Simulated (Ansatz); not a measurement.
Total energies of SiH2Me(NEt2) (C₅H₁₅NSi) from Ansatz at PBE-D4/def2-TZVPD, gas phase (1 Eh = 27.2114 eV = 2625.5 kJ/mol). The reference geometry is relaxed at PBE-D4/def2-SVP.

```xyz
22

Si    1.315   -0.365    1.134
H     2.624   -0.661    0.447
H     1.513    0.687    2.198
C     0.700   -1.944    1.980
H     1.420   -2.281    2.755
H     0.573   -2.767    1.248
H    -0.278   -1.773    2.475
N     0.245    0.304   -0.081
C     0.296   -0.125   -1.474
C    -0.654   -1.277   -1.828
C    -0.880    1.154    0.302
C    -0.720    2.617   -0.127
H     1.340   -0.425   -1.711
H     0.082    0.745   -2.138
H    -0.408   -2.190   -1.247
H    -1.710   -1.017   -1.610
H    -0.591   -1.530   -2.907
H    -1.835    0.746   -0.108
H    -1.001    1.112    1.406
H     0.182    3.063    0.339
H    -0.611    2.710   -1.227
H    -1.603    3.219    0.172
```

| state | geometry | energy (Eh) |
| --- | --- | --- |
| charge 0 singlet | reference | -543.43630 |
| charge -1 doublet | reference | -543.40680 |
| free Si atom (triplet) | – | -289.22297 |
| free H atom (doublet) | – | -0.49962 |
| free C atom (triplet) | – | -37.79605 |
| free N atom (quartet) | – | -54.53224 |

Work out the vertical electron affinity, to the doublet.

E(charge 0 singlet) − E(charge -1 doublet) = -543.43630 − (-543.40680) = -0.02950 Eh = -0.80 eV; negative, so the extra electron isn't bound.

What is the binding energy per atom against free atoms?

Atoms: 1 × (-289.22297) + 15 × (-0.49962) + 5 × (-37.79605) + 1 × (-54.53224) = -540.22976 Eh. Binding: -540.22976 − (-543.43630) = 3.20654 Eh = 87.25 eV, or 3.97 eV for each of 22 atoms (no zero-point energy, no counterpoise term).

At PBE-D4/def2-TZVPD the highest occupied level of the charge -1 doublet lies above zero (up to 2.13 eV). By energy differences it is unbound by 0.80 eV (vertical, against the charge 0 singlet, at PBE-D4/def2-TZVPD) and held by the finite basis.
